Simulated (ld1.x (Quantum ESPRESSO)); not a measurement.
# u(r) = r·R(r): atom against pseudo-atom (S (Z = 16))

Columns: radius, all-electron u(r) and pseudo u(r) of the 3s shell (level -17.08 eV) of sulfur in the configuration [Ne] 3s2 3p4; PBEsol, non-relativistic, RRKJ scheme, ld1.x (Quantum ESPRESSO) 7.5.

```tsv
r (bohr)	all-electron	pseudo
0.090	0.1427	0.0488
0.180	-0.1799	0.0967
0.270	-0.3771	0.1427
0.360	-0.3972	0.1867
0.450	-0.2954	0.2296
0.540	-0.1307	0.2741
0.630	0.0549	0.3246
0.720	0.2354	0.3861
0.810	0.3966	0.4622
0.900	0.5322	0.5512
0.990	0.6408	0.6433
1.080	0.7231	0.7232
1.170	0.7811	0.7811
1.260	0.8176	0.8176
1.350	0.8359	0.8359
1.440	0.8391	0.8391
1.530	0.8301	0.8301
1.620	0.8116	0.8116
1.710	0.7859	0.7859
1.800	0.7549	0.7549
1.890	0.7203	0.7203
1.980	0.6833	0.6833
2.070	0.6451	0.6451
2.160	0.6064	0.6064
2.250	0.5680	0.5680
2.340	0.5303	0.5303
```

How many radial nodes do the two functions have?

The all-electron 3s function has n − l − 1 = 2; the pseudo-wave has 0, since the states of the same l below it are removed with the core.

At about which radius was the pseudo-wave matched?

1.15 bohr, where the columns begin to agree (steps of 0.09 bohr).

Is the pseudo-wave norm-conserving?

Yes: the RRKJ scheme keeps the norm inside the radius equal to the all-electron one, which fixes the energy derivative of the logarithmic derivative at the level.
